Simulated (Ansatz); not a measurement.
C₃H₅ClOSi, SMILES `C=C=C(Cl)O[SiH3]`: the same geometry under several functionals.

```yaml
crystal:
  periodic: [false, false, false]
  atoms:
    - {symbol: C, position_ang: [1.189358, -2.472752, 0.588628]}
    - {symbol: C, position_ang: [0.610538, -1.424241, 0.087020]}
    - {symbol: C, position_ang: [0.036694, -0.380989, -0.438656]}
    - {symbol: Cl, position_ang: [-1.180636, -0.589992, -1.671693]}
    - {symbol: O, position_ang: [0.326287, 0.888525, -0.126070]}
    - {symbol: Si, position_ang: [-0.745012, 2.166177, -0.040160]}
    - {symbol: H, position_ang: [0.786213, -2.982786, 1.459878]}
    - {symbol: H, position_ang: [2.101046, -2.878915, 0.157417]}
    - {symbol: H, position_ang: [-1.953717, 1.770141, 0.723270]}
    - {symbol: H, position_ang: [0.017978, 3.212502, 0.673971]}
    - {symbol: H, position_ang: [-1.123347, 2.635332, -1.393003]}
basis:
  gaussian: {orbitals: def2-TZVPP}
hamiltonian: {xc: {name: revPBE}, dispersion: d4}
output: {orbitals: {seedname: orbitals}}
```

```sh
$ ansatz run in.yaml --threads 4 --pin off --events-out ev --progress --plain
```

It prints (some lines left out):

```
Functional definition: revPBE
1568 factors; their error is unknown
mean field evaluation 1: about -25621.4851 eV, gradient 7.9e1 eV
mean field evaluation 2: about -25544.2816 eV, gradient 1.8e2 eV
mean field evaluation 4: about -25633.6298 eV, gradient 3.0e1 eV
mean field evaluation 8: about -25635.7109 eV, gradient 3.2e-1 eV
mean field evaluation 16: about -25635.6736 eV, gradient 1.3e-3 eV
mean field -25635.67355381 eV, -942.0936266190 hartree, gradient 1.8e-5 eV, S^2 0.000000; 0 other end points of the search recorded, 0 dependent functions left out
reference -25635.67361516 eV, -942.0936288733 hartree; 31, 31 occupied and 247, 247 virtual orbitals, 1568 factors
Total energy: -25636.50709651 eV, -942.1242587482 hartree
```

Hardware: 4 threads of a server CPU on a shared host. Wall time 2.2 s, peak host memory 0.4 GiB.

The same input with `hamiltonian: {xc: {name: wB97X-V}}` (abridged; 9 s):

```
Functional definition: wB97X-V
mean field evaluation 16: about -25636.3787 eV, gradient 1.0e-4 eV
mean field -25636.37867178 eV, -942.1195392262 hartree, gradient 4.1e-5 eV, S^2 0.000000
Total energy: -25636.37866946 eV, -942.1195391409 hartree
```

With the line `hamiltonian: {xc: hse06, dispersion: d4}` (abridged; 4.1 s):

```
Functional definition: HSE06
mean field evaluation 16: about -25626.9301 eV, gradient 1.2e-4 eV
mean field -25626.93005537 eV, -941.7723089777 hartree, gradient 4.5e-5 eV, S^2 0.000000
Total energy: -25627.15089709 eV, -941.7804247613 hartree
```

The same input with `hamiltonian: {xc: lda}` (abridged; 1.4 s):

```
Functional definition: SPW92
mean field evaluation 16: about -25525.0855 eV, gradient 1.4e-3 eV
mean field -25525.08549347 eV, -938.0295903605 hartree, gradient 4.8e-5 eV, S^2 0.000000
Total energy: -25525.08553890 eV, -938.0295920303 hartree
```

Changing it to `hamiltonian: {xc: {name: r2SCANh}, dispersion: d4}` (abridged; 6.5 s):

```
Functional definition: r2SCANh
mean field evaluation 16: about -25636.3253 eV, gradient 6.6e-4 eV
mean field -25636.32531986 eV, -942.1175785795 hartree, gradient 6.6e-5 eV, S^2 0.000000
Total energy: -25636.40035021 eV, -942.1203358940 hartree
```

Changing it to `hamiltonian: {xc: r2scan, dispersion: d4}` and forces (abridged; 4.9 s):

```
Functional definition: r2SCAN
mean field evaluation 16: about -25636.7323 eV, gradient 9.3e-4 eV
mean field -25636.73228021 eV, -942.1325340966 hartree, gradient 4.7e-5 eV, S^2 0.000000
Total energy: -25636.80254160 eV, -942.1351161548 hartree
Atom 0 force     0.047453    -0.085989     0.037279 eV/Å
Atom 1 force     0.030203    -0.045534     0.031298 eV/Å
Atom 2 force     0.053750    -0.110165     0.070885 eV/Å
Atom 3 force    -0.209730    -0.025977    -0.213511 eV/Å
Atom 4 force     0.102006     0.241918     0.056778 eV/Å
Atom 5 force    -0.046979     0.074064     0.003747 eV/Å
Atom 6 force     0.011069    -0.016540     0.002723 eV/Å
Atom 7 force     0.007447    -0.014787     0.012822 eV/Å
Atom 8 force     0.022843     0.012033    -0.017963 eV/Å
Atom 9 force    -0.022956    -0.024916    -0.019227 eV/Å
Atom 10 force     0.004892    -0.004109     0.035171 eV/Å
Dipole moment:     0.024536     0.002364     0.156078 e Å
```

HSE06 is the plane-wave form, built on full-range PBE exchange.
